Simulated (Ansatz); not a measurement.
Reaction (formal exchange of groups at the Si–Al bond): `[SiH3][NH][AlH][SiH2]Cl` + `B1CN1` → `Cl[SiH2]C1BN1` + `[AlH2][NH][SiH3]`

Gas-phase electronic energies from Ansatz, PBE0-D4/def2-TZVP geometries. CCSD(T)/CBS adds triple-zeta CCSD(T) − MP2 to the extrapolated MP2 energy (def2 sets, frozen cores). This one scheme is used for every species. Functionals use def2-TZVPP. B3LYP here is the variant with VWN-RPA as its local correlation; programs differ in this. One conformer a species, not always the lowest.

Is it downhill or uphill in electronic energy at CCSD(T)/CBS, and by how much? (Estimate.)

Computed: Nearly level: ΔE = -0.3 kJ/mol.

What do these levels give: PBE-D4, r2SCAN-D4, PBE0-D4, B3LYP-D4, ωB97M-V, PBE, B3LYP, HF/def2-TZVPP, MP2/def2-TZVPP, CCSD/def2-TZVPP, CCSD(T)/def2-TZVPP, HF/def2-QZVPP? (Best estimate.)

Computed: PBE-D4 12.9, r2SCAN-D4 2.7, PBE0-D4 10.3, B3LYP-D4 2.7, ωB97M-V -5.5, PBE 11.5, B3LYP 0.5, HF/def2-TZVPP -7.7, MP2/def2-TZVPP -8.2, CCSD/def2-TZVPP -0.6, CCSD(T)/def2-TZVPP -0.3, HF/def2-QZVPP -8.6 kJ/mol.

Largest T1 diagnostic among the species: 0.013.
